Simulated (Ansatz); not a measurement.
CH5GeIO, SMILES `C[O][GeH2][I]`, relaxed with RKS PBE0-D4/def2-TZVP in Ansatz 0.2.0 from a PBE-D4/def2-SVP geometry. The force threshold is 0.005 eV/Å; the program also tests the step.

Total charge 0; spin multiplicity 1. I takes the def2 core potential.

Start:

```xyz
9

C    -0.265    1.380   -0.408
O    -0.689    0.290    0.394
Ge    0.291   -1.217    0.314
I    -0.832   -2.821    1.899
H     0.758    1.742   -0.145
H    -0.274    1.146   -1.500
H    -0.971    2.219   -0.239
H     0.245   -1.804   -1.125
H     1.738   -0.935    0.810
```

(1) By how much does the energy fall, and how many steps does the optimiser take? (An estimate is asked.)

(2) Which bonds change most? (Estimate.)

(3) Give the relaxed structure. (Estimate.)

Answers

(1) The calculation gave: 0.88 kcal/mol, in 5 steps.

(2) The calculation gave: Ge3–I4 from 2.519 to 2.492 Å; O2–Ge3 from 1.800 to 1.773 Å; C1–H6 from 1.117 to 1.098 Å; C1–H5 from 1.117 to 1.098 Å.

(3) The calculation gave: 
```xyz
9

C    -0.260    1.367   -0.406
O    -0.681    0.283    0.392
Ge    0.286   -1.201    0.312
I    -0.826   -2.788    1.879
H     0.748    1.712   -0.140
H    -0.273    1.123   -1.477
H    -0.956    2.192   -0.238
H     0.245   -1.773   -1.116
H     1.718   -0.916    0.795
```
